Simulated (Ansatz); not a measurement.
# Molecular dynamics of C₂H₈N₂Si

input.yaml

```yaml
crystal:
  periodic: [false, false, false]
  atoms:
    - { symbol: C, position_ang: [-0.784689, 2.012688, 0.017257] }
    - { symbol: "N", position_ang: [-0.303744, 1.171915, -0.850262] }
    - { symbol: C, position_ang: [0.968837, 0.465208, -0.355902] }
    - { symbol: "N", position_ang: [0.892397, -1.000457, -0.49142] }
    - { symbol: Si, position_ang: [-0.372558, -1.790861, 0.472714] }
    - { symbol: H, position_ang: [-1.703246, 2.566289, -0.235158] }
    - { symbol: H, position_ang: [-0.345318, 2.232019, 1.009175] }
    - { symbol: H, position_ang: [1.186501, 0.722658, 0.700979] }
    - { symbol: H, position_ang: [1.792635, 0.849693, -0.990977] }
    - { symbol: H, position_ang: [0.77999, -1.208409, -1.51026] }
    - { symbol: H, position_ang: [-1.725402, -1.424646, 0.105402] }
    - { symbol: H, position_ang: [-0.148919, -1.41678, 1.848043] }
    - { symbol: H, position_ang: [-0.215984, -3.214217, 0.294909] }
basis:
  gaussian: { orbitals: STO-3G }
hamiltonian:
  xc: pbe0
  dispersion: d4
md:
  timestep: 0.25
  n_steps: 113
  ensemble: nvt_nose_hoover
  temperature: 500.0
  initial_velocities: maxwell_boltzmann
  seed: 425777
  nose_hoover: { tau: 20.0, chain_length: 1 }
```

Launched with:

```bash
$ ansatz run input.yaml --threads 1 --pin off --max-ram 2048MiB --backend cpu --events-out ev --progress --plain --runs-dir out
```

It starts from a relaxed structure.

Output, in part (one step line in 2, the closing report, with atoms numbered from 0):

```
md step     0: t =     0.00 fs  T =   500.0 K  F+E_penalty+E_count = -12896.07064263 eV  E_kin = 0.710930 eV  conserved = -12895.35971263 eV  (24 SCF iters)
md step     2: t =     0.50 fs  T =   475.3 K  F+E_penalty+E_count = -12896.03538608 eV  E_kin = 0.675844 eV  conserved = -12895.35954590 eV  (28 SCF iters)
md step     4: t =     1.00 fs  T =   409.6 K  F+E_penalty+E_count = -12895.94130262 eV  E_kin = 0.582342 eV  conserved = -12895.35901276 eV  (29 SCF iters)
md step     6: t =     1.50 fs  T =   326.1 K  F+E_penalty+E_count = -12895.82179486 eV  E_kin = 0.463684 eV  conserved = -12895.35831991 eV  (22 SCF iters)
md step     8: t =     2.00 fs  T =   254.8 K  F+E_penalty+E_count = -12895.71957326 eV  E_kin = 0.362292 eV  conserved = -12895.35778858 eV  (22 SCF iters)
md step    10: t =     2.50 fs  T =   218.4 K  F+E_penalty+E_count = -12895.66720589 eV  E_kin = 0.310485 eV  conserved = -12895.35767201 eV  (22 SCF iters)
md step    12: t =     3.00 fs  T =   222.0 K  F+E_penalty+E_count = -12895.67207782 eV  E_kin = 0.315680 eV  conserved = -12895.35798131 eV  (21 SCF iters)
md step    14: t =     3.50 fs  T =   252.9 K  F+E_penalty+E_count = -12895.71554082 eV  E_kin = 0.359546 eV  conserved = -12895.35849755 eV  (22 SCF iters)
md step    16: t =     4.00 fs  T =   288.7 K  F+E_penalty+E_count = -12895.76564360 eV  E_kin = 0.410489 eV  conserved = -12895.35894930 eV  (22 SCF iters)
md step    18: t =     4.50 fs  T =   309.3 K  F+E_penalty+E_count = -12895.79350984 eV  E_kin = 0.439790 eV  conserved = -12895.35917193 eV  (21 SCF iters)
md step    20: t =     5.00 fs  T =   304.0 K  F+E_penalty+E_count = -12895.78398859 eV  E_kin = 0.432217 eV  conserved = -12895.35913425 eV  (24 SCF iters)
md step    22: t =     5.50 fs  T =   273.4 K  F+E_penalty+E_count = -12895.73820682 eV  E_kin = 0.388678 eV  conserved = -12895.35889080 eV  (22 SCF iters)
md step    24: t =     6.00 fs  T =   227.5 K  F+E_penalty+E_count = -12895.67066880 eV  E_kin = 0.323435 eV  conserved = -12895.35852761 eV  (22 SCF iters)
md step    26: t =     6.50 fs  T =   182.0 K  F+E_penalty+E_count = -12895.60380581 eV  E_kin = 0.258717 eV  conserved = -12895.35815136 eV  (21 SCF iters)
md step    28: t =     7.00 fs  T =   153.2 K  F+E_penalty+E_count = -12895.56098216 eV  E_kin = 0.217781 eV  conserved = -12895.35788839 eV  (21 SCF iters)
md step    30: t =     7.50 fs  T =   152.6 K  F+E_penalty+E_count = -12895.55847522 eV  E_kin = 0.216978 eV  conserved = -12895.35784984 eV  (21 SCF iters)
md step    32: t =     8.00 fs  T =   182.1 K  F+E_penalty+E_count = -12895.59866684 eV  E_kin = 0.258985 eV  conserved = -12895.35806726 eV  (21 SCF iters)
md step    34: t =     8.50 fs  T =   232.7 K  F+E_penalty+E_count = -12895.66815374 eV  E_kin = 0.330849 eV  conserved = -12895.35845824 eV  (21 SCF iters)
md step    36: t =     9.00 fs  T =   287.5 K  F+E_penalty+E_count = -12895.74282455 eV  E_kin = 0.408855 eV  conserved = -12895.35885806 eV  (20 SCF iters)
md step    38: t =     9.50 fs  T =   329.4 K  F+E_penalty+E_count = -12895.79795004 eV  E_kin = 0.468417 eV  conserved = -12895.35909696 eV  (29 SCF iters)
md step    40: t =    10.00 fs  T =   347.7 K  F+E_penalty+E_count = -12895.81856779 eV  E_kin = 0.494394 eV  conserved = -12895.35907947 eV  (28 SCF iters)
md step    42: t =    10.50 fs  T =   342.7 K  F+E_penalty+E_count = -12895.80553882 eV  E_kin = 0.487253 eV  conserved = -12895.35882063 eV  (21 SCF iters)
md step    44: t =    11.00 fs  T =   325.1 K  F+E_penalty+E_count = -12895.77458321 eV  E_kin = 0.462287 eV  conserved = -12895.35844910 eV  (21 SCF iters)
md step    46: t =    11.50 fs  T =   310.8 K  F+E_penalty+E_count = -12895.74831903 eV  E_kin = 0.441847 eV  conserved = -12895.35815606 eV  (22 SCF iters)
md step    48: t =    12.00 fs  T =   312.1 K  F+E_penalty+E_count = -12895.74458974 eV  E_kin = 0.443790 eV  conserved = -12895.35809848 eV  (21 SCF iters)
md step    50: t =    12.50 fs  T =   331.9 K  F+E_penalty+E_count = -12895.76687725 eV  E_kin = 0.471896 eV  conserved = -12895.35830427 eV  (22 SCF iters)
md step    52: t =    13.00 fs  T =   361.4 K  F+E_penalty+E_count = -12895.80243320 eV  E_kin = 0.513816 eV  conserved = -12895.35864806 eV  (21 SCF iters)
md step    54: t =    13.50 fs  T =   385.5 K  F+E_penalty+E_count = -12895.82961663 eV  E_kin = 0.548147 eV  conserved = -12895.35893078 eV  (29 SCF iters)
md step    56: t =    14.00 fs  T =   391.1 K  F+E_penalty+E_count = -12895.82975403 eV  E_kin = 0.556102 eV  conserved = -12895.35901153 eV  (29 SCF iters)
md step    58: t =    14.50 fs  T =   373.1 K  F+E_penalty+E_count = -12895.79606529 eV  E_kin = 0.530478 eV  conserved = -12895.35886919 eV  (21 SCF iters)
md step    60: t =    15.00 fs  T =   336.0 K  F+E_penalty+E_count = -12895.73555727 eV  E_kin = 0.477768 eV  conserved = -12895.35857634 eV  (21 SCF iters)
md step    62: t =    15.50 fs  T =   291.5 K  F+E_penalty+E_count = -12895.66510405 eV  E_kin = 0.414462 eV  conserved = -12895.35823630 eV  (21 SCF iters)
md step    64: t =    16.00 fs  T =   253.9 K  F+E_penalty+E_count = -12895.60523155 eV  E_kin = 0.360979 eV  conserved = -12895.35794384 eV  (22 SCF iters)
md step    66: t =    16.50 fs  T =   236.0 K  F+E_penalty+E_count = -12895.57391022 eV  E_kin = 0.335488 eV  conserved = -12895.35778556 eV  (22 SCF iters)
md step    68: t =    17.00 fs  T =   244.9 K  F+E_penalty+E_count = -12895.58087728 eV  E_kin = 0.348197 eV  conserved = -12895.35782906 eV  (22 SCF iters)
md step    70: t =    17.50 fs  T =   279.1 K  F+E_penalty+E_count = -12895.62329146 eV  E_kin = 0.396911 eV  conserved = -12895.35808454 eV  (22 SCF iters)
md step    72: t =    18.00 fs  T =   327.9 K  F+E_penalty+E_count = -12895.68515528 eV  E_kin = 0.466254 eV  conserved = -12895.35846333 eV  (22 SCF iters)
md step    74: t =    18.50 fs  T =   374.7 K  F+E_penalty+E_count = -12895.74263047 eV  E_kin = 0.532724 eV  conserved = -12895.35880783 eV  (28 SCF iters)
md step    76: t =    19.00 fs  T =   403.7 K  F+E_penalty+E_count = -12895.77351780 eV  E_kin = 0.573976 eV  conserved = -12895.35898444 eV  (28 SCF iters)
md step    78: t =    19.50 fs  T =   405.9 K  F+E_penalty+E_count = -12895.76554214 eV  E_kin = 0.577146 eV  conserved = -12895.35895215 eV  (27 SCF iters)
md step    80: t =    20.00 fs  T =   381.3 K  F+E_penalty+E_count = -12895.71936531 eV  E_kin = 0.542113 eV  conserved = -12895.35874267 eV  (27 SCF iters)
md step    82: t =    20.50 fs  T =   337.9 K  F+E_penalty+E_count = -12895.64725587 eV  E_kin = 0.480478 eV  conserved = -12895.35839538 eV  (21 SCF iters)
md step    84: t =    21.00 fs  T =   290.6 K  F+E_penalty+E_count = -12895.57056183 eV  E_kin = 0.413216 eV  conserved = -12895.35796699 eV  (21 SCF iters)
md step    86: t =    21.50 fs  T =   257.8 K  F+E_penalty+E_count = -12895.51549227 eV  E_kin = 0.366534 eV  conserved = -12895.35760091 eV  (20 SCF iters)
md step    88: t =    22.00 fs  T =   255.2 K  F+E_penalty+E_count = -12895.50399998 eV  E_kin = 0.362842 eV  conserved = -12895.35749782 eV  (22 SCF iters)
md step    90: t =    22.50 fs  T =   287.6 K  F+E_penalty+E_count = -12895.54191248 eV  E_kin = 0.408891 eV  conserved = -12895.35774827 eV  (22 SCF iters)
md step    92: t =    23.00 fs  T =   344.7 K  F+E_penalty+E_count = -12895.61353349 eV  E_kin = 0.490084 eV  conserved = -12895.35822527 eV  (22 SCF iters)
md step    94: t =    23.50 fs  T =   405.8 K  F+E_penalty+E_count = -12895.68872654 eV  E_kin = 0.577008 eV  conserved = -12895.35867893 eV  (21 SCF iters)
md step    96: t =    24.00 fs  T =   449.9 K  F+E_penalty+E_count = -12895.73753154 eV  E_kin = 0.639648 eV  conserved = -12895.35891647 eV  (22 SCF iters)
md step    98: t =    24.50 fs  T =   463.9 K  F+E_penalty+E_count = -12895.74227427 eV  E_kin = 0.659550 eV  conserved = -12895.35888245 eV  (22 SCF iters)
md step   100: t =    25.00 fs  T =   446.3 K  F+E_penalty+E_count = -12895.70190369 eV  E_kin = 0.634557 eV  conserved = -12895.35862594 eV  (22 SCF iters)
md step   102: t =    25.50 fs  T =   405.8 K  F+E_penalty+E_count = -12895.62980182 eV  E_kin = 0.577061 eV  conserved = -12895.35824007 eV  (22 SCF iters)
md step   104: t =    26.00 fs  T =   357.8 K  F+E_penalty+E_count = -12895.54828582 eV  E_kin = 0.508789 eV  conserved = -12895.35783474 eV  (21 SCF iters)
md step   106: t =    26.50 fs  T =   319.3 K  F+E_penalty+E_count = -12895.48163524 eV  E_kin = 0.453965 eV  conserved = -12895.35752664 eV  (22 SCF iters)
md step   108: t =    27.00 fs  T =   303.8 K  F+E_penalty+E_count = -12895.44870622 eV  E_kin = 0.431931 eV  conserved = -12895.35740294 eV  (25 SCF iters)
md step   110: t =    27.50 fs  T =   317.5 K  F+E_penalty+E_count = -12895.45737629 eV  E_kin = 0.451477 eV  conserved = -12895.35747640 eV  (22 SCF iters)
md step   112: t =    28.00 fs  T =   358.3 K  F+E_penalty+E_count = -12895.50335990 eV  E_kin = 0.509388 eV  conserved = -12895.35769348 eV  (22 SCF iters)
md step   113: t =    28.25 fs  T =   386.1 K  F+E_penalty+E_count = -12895.53631687 eV  E_kin = 0.548988 eV  conserved = -12895.35784132 eV  (25 SCF iters)
Total energy: -12895.53633574 eV, -473.9022194299 hartree
Atom 0 at    -0.761916     2.045338     0.030822 Å, force     0.266027     0.985425     0.735821 eV/Å
Atom 1 at    -0.280959     1.172138    -0.822543 Å, force    -1.604099     0.755593     1.203507 eV/Å
Atom 2 at     0.934326     0.435524    -0.333927 Å, force     0.550497    -0.080605     2.116405 eV/Å
Atom 3 at     0.864088    -1.015446    -0.542286 Å, force     0.233530    -0.049767     1.682976 eV/Å
Atom 4 at    -0.360518    -1.790648     0.458578 Å, force     1.728388    -1.197771     2.357653 eV/Å
Atom 5 at    -1.678052     2.624309    -0.223438 Å, force     0.285063    -0.380280    -0.320246 eV/Å
Atom 6 at    -0.337141     2.429718     1.036859 Å, force    -0.216197    -1.223841    -1.418563 eV/Å
Atom 7 at     1.203974     0.586658     0.786634 Å, force    -0.586675     0.122220    -1.824332 eV/Å
Atom 8 at     1.699568     0.885171    -0.944927 Å, force     1.480633     0.189056    -0.621979 eV/Å
Atom 9 at     0.601128    -1.220019    -1.490476 Å, force    -0.058680     0.043155    -2.441234 eV/Å
Atom 10 at    -1.588991    -1.989273    -0.150226 Å, force    -1.514282    -0.255626    -0.997728 eV/Å
Atom 11 at    -0.570101    -0.909836     1.592876 Å, force     0.048670    -0.315632    -0.021484 eV/Å
Atom 12 at     0.171057    -3.136197     0.906829 Å, force    -0.612874     1.408073    -0.450796 eV/Å
Dipole moment:    -0.099402     0.096486     0.162234 e Å
```

The run went to its last step. The conserved energy stayed within 0.18 meV per atom of its start (net change 0.14 meV per atom), so the integration is sound. The mean temperature of the second half is 32 % below the set value. A run of 0.028 ps of so small a system gives no equilibrium averages. Limits of this set-up: minimal basis.

The same pairs are bonded in the first frame and the last. Pairs count as bonded within 1.25 times the sum of covalent radii (0.12 Å more for H–H).

Last frame:

```xyz
13
Properties=species:S:1:pos:R:3
C -0.762 2.045 0.031
N -0.281 1.172 -0.823
C 0.934 0.435 -0.334
N 0.864 -1.015 -0.542
Si -0.360 -1.791 0.459
H -1.678 2.624 -0.223
H -0.337 2.430 1.037
H 1.204 0.587 0.787
H 1.700 0.885 -0.945
H 0.601 -1.220 -1.490
H -1.589 -1.989 -0.150
H -0.570 -0.910 1.593
H 0.171 -3.136 0.907
```

Run time: 12 min on 1 thread of AMD EPYC (Zen 3), with other jobs on the host, peak memory 0.11 GiB.
